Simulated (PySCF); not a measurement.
C6H7Al.
SMILES: `[AlH2][c]1ccccc1`

The closed-shell ground state was solved at several levels (PySCF, density fitting, gas phase, non-relativistic). Isolated species at its GFN2-xTB geometry, gas phase.

```csv
level,basis functions,HOMO (eV),LUMO (eV),gap (eV),dipole (D)
PBE0/def2-SVPD,200,-7.45,-1.65,5.80,1.03
PBE0/pcSseg-1,161,-7.44,-1.68,5.76,1.01
```

(1) Estimate the row for wB97X-D/def2-SVPD, a basis of 200 functions; the other rows only guide the guess.

(2) Over all these levels, which gives the widest orbital gap and which the narrowest?

(3) How far do the dipole and the HOMO energy spread over the levels?

Results:

(1) HOMO -9.20 eV, LUMO 0.02 eV, gap 9.22 eV, dipole 0.97 D.

(2) wB97X-D/def2-SVPD (range-separated hybrid) has the widest, 9.22 eV, and PBE0/pcSseg-1 (global hybrid, 25 % exact exchange) the narrowest, 5.76 eV. Functional and basis both differ between the two, so the spread mixes both effects.

(3) The dipole runs from 0.97 to 1.03 D (mean 1.00 D) and the HOMO from -9.20 to -7.44 eV.
